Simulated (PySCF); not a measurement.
Al(Me)2(F) anion (C2H6AlF), SMILES [CH3][Al]([CH3])[F] (connectivity only; charge and spin as stated), charge -1, multiplicity 2. Atoms are numbered in the order given.

```xyz
10

Al     0.4688     0.0990     0.0000
C     -0.1660    -0.8552     1.6574
H      0.2127    -1.8918     1.7235
H     -1.2743    -0.9175     1.6479
H      0.1172    -0.3476     2.5962
C     -0.1660    -0.8552    -1.6574
H      0.1172    -0.3476    -2.5962
H     -1.2743    -0.9175    -1.6479
H      0.2127    -1.8918    -1.7235
F     -0.2459     1.6988     0.0000
```
Charge -1, spin multiplicity 2.

The structure is a stationary point at r2SCAN-D4/def2-SVPD. The spin state was assumed, not searched. The isomer is the one that the SMILES or the coordinates give; other isomers of the formula were not compared.

These are M06-2X/def2-SVPD (PySCF) values and carry that method's errors.

The molecule is in vacuum. A positive occupied level means that this level leaves the electron formally unbound; only the finite basis holds it.

The total energy comes out as -421.89105 hartree. The point group is Cs. The α spin, highest occupied and lowest empty level is 0.16 and 4.96 eV, the β spin, highest occupied and lowest empty level comes out as -3.62 and 1.32 eV and the dipole moment about the centre of nuclear charge is 2.41 D. The mean static polarisability is 96.0 bohr³ (14.22 Å³). The polarisability, principal values is 77.9, 100.4, 109.5 bohr³ and the ⟨S²⟩ comes out as 0.752 (pure state 0.75).
